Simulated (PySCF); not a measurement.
C₃H₈OSi₂, SMILES O[Si@@H]1CC=C[SiH2]1.

Coordinates come from a B3LYP-D3(BJ)/def2-SVP optimisation. The structure was generated by enumeration; whether it is a known compound was not checked. Other conformers were not sampled.

Method: TDDFT-B3LYP/def2-SVPD in PySCF.

Vertical excitations. Gas-phase values at a fixed geometry.

Computed UV-visible absorptions:
| state | energy (eV) | λ (nm) | f | main pairs |
|---|---|---|---|---|
| S1 | 5.29 | 234 | 0.006 | HOMO→LUMO 98 % |
| S2 | 5.89 | 211 | 0.009 | HOMO→LUMO+1 90 % |
| S3 | 5.91 | 210 | 0.028 | HOMO−1→LUMO 72 %, HOMO−1→LUMO+1 16 % |
| S4 | 6.38 | 194 | 0.028 | HOMO→LUMO+2 90 % |
| S5 | 6.47 | 192 | 0.004 | HOMO−1→LUMO+2 89 % |
| S6 | 6.60 | 188 | 0.026 | HOMO−2→LUMO 45 %, HOMO−1→LUMO+1 34 % |
| S7 | 6.72 | 185 | 0.062 | HOMO−2→LUMO 51 %, HOMO−1→LUMO+1 20 % |
| S8 | 6.85 | 181 | 0.033 | HOMO→LUMO+3 75 %, HOMO→LUMO+4 13 % |
| S9 | 6.96 | 178 | 0.015 | HOMO−3→LUMO 50 %, HOMO−1→LUMO+3 21 %, HOMO−2→LUMO+1 10 % |
| S10 | 7.04 | 176 | 0.001 | HOMO−1→LUMO+3 61 %, HOMO−3→LUMO 18 %, HOMO−1→LUMO+4 11 % |
| T1 | 4.17 | 298 | 0 | HOMO−1→LUMO 67 %, HOMO−1→LUMO+1 26 % |
| T2 | 4.94 | 251 | 0 | HOMO→LUMO 91 % |
| T3 | 5.55 | 223 | 0 | HOMO→LUMO+1 81 % |
| T4 | 5.88 | 211 | 0 | HOMO→LUMO+2 52 %, HOMO−1→LUMO+1 21 %, HOMO−1→LUMO 10 %, HOMO→LUMO+3 8 % |
Triplets are in the Tamm–Dancoff approximation, which puts them higher than full response would, so one can lie above its singlet here.
